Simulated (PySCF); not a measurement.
Mapped SMILES: `[CH2:1]=[CH:2][Si@H:3]([CH:4]=[O:5])[C:6](=[CH2:7])[O:8][SiH3:9]`. Hydrogens are named by the atom that carries them. Ha(C1), Ha(C7) are cis to Si3; Hb(C1), Hb(C7) are trans to Si3.

PySCF calculation with geometry: GFN2-xTB and shielding tensors at PBE0/pcSseg-1 (GIAO); one computed conformer, relativity neglected, isolated molecule, fast rotation and ring inversion assumed for equivalent nuclei.

Shifts are taken against calculated references (same method and geometry level): 13C (σref 186.93), 1H (σref 31.72), 29Si (σref 349.16) vs TMS; 17O (σref 336.08) vs H2O.

| atoms | nucleus | count | Hirshfeld charge | δ (ppm) |
| --- | --- | --- | --- | --- |
| Ha(C7) | 1H | 1 | 0.05 | 4.91 |
| Si9 | 29Si | 1 | 0.39 | -44.6 |
| Hb(C1) | 1H | 1 | 0.05 | 6.59 |
| O8 | 17O | 1 | -0.19 | ? |
| H(Si3) | 1H | 1 | -0.06 | 4.22 |
| H(C4) | 1H | 1 | 0.03 | 12.40 |
| C2 | 13C | 1 | -0.14 | 138.0 |
| C4 | 13C | 1 | 0.04 | 243.4 |
| H(C2) | 1H | 1 | 0.05 | ? |
| C6 | 13C | 1 | -0.01 | 170.7 |
| Ha(C1) | 1H | 1 | 0.05 | ? |
| Hb(C7) | 1H | 1 | 0.04 | 5.04 |
| H(Si9) | 1H | 3 | -0.08 | 5.04 |
| O5 | 17O | 1 | -0.22 | 933.8 |
| Si3 | 29Si | 1 | 0.35 | ? |
| C1 | 13C | 1 | -0.08 | 144.9 |
| C7 | 13C | 1 | -0.13 | ? |

**Question.** Estimate the values marked ?.

**Answer.** 
- C7: 108.1 ppm, β carbon of an enol-ether or enamine type C=C; the O or N lone pair pushes π density onto this β carbon and shields it
- H(C2): 6.96 ppm, hydrogen on an alkene CH; olefinic region
- Ha(C1): 6.26 ppm, hydrogen on a terminal =CH2 carbon; olefinic region
- Si3: -39.9 ppm, silicon bonded to 3 C, H
- O8: 107.8 ppm, oxygen bonded to C, Si

Shifts are as computed. Against solution values, carbons near 30 ppm lie about +3 ppm off and those near 130 ppm about +5 ppm. Of 1211 compounds with measured shifts, 218 miss one by over three times the rms of a fit or turn the order of signals round; such compounds aren't used in these exercises. Unscaled 17O shifts of doubly bonded oxygen tend to come out too high, by tens of ppm or more. Experimental scales use liquid or dissolved standards, which lie at an offset from isolated H2O (liquid H2O: subtract about 36 ppm).
